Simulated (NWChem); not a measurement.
System: germanium monotelluride (GeTe, singlet); SMILES [Te]=[Ge]

```xyz
2

Ge     0.0000     0.0000     1.4682
Te     0.0000     0.0000    -0.9074
```
Atoms are numbered in this order, from 1.

Level: PBE-D3(BJ)/def2-SVP with def2 effective core potentials on Te (NWChem), optimised geometry, unscaled harmonic frequencies. Low-valent species are run as closed-shell singlets; no triplet was tried in these runs. def2 effective core potentials on Te; no spin-orbit coupling.

### Question
List the harmonic frequencies with IR intensities, and the thermochemistry.

### Answer
```
frequency (cm⁻¹)  IR intensity (km/mol)
----------------  ---------------------
317                                10.2
```

```json
{
  "zero_point_energy": "0.5 kcal/mol",
  "thermal correction to the enthalpy at 298.15 K (with zero-point energy)": "2.8 kcal/mol",
  "heat capacity Cv": "6.6 cal/(mol K)",
  "entropy at 298.15 K and 1 atm (symmetry number 1)": "61.2 cal/(mol K)"
}
```

Rigid rotor and harmonic oscillator.
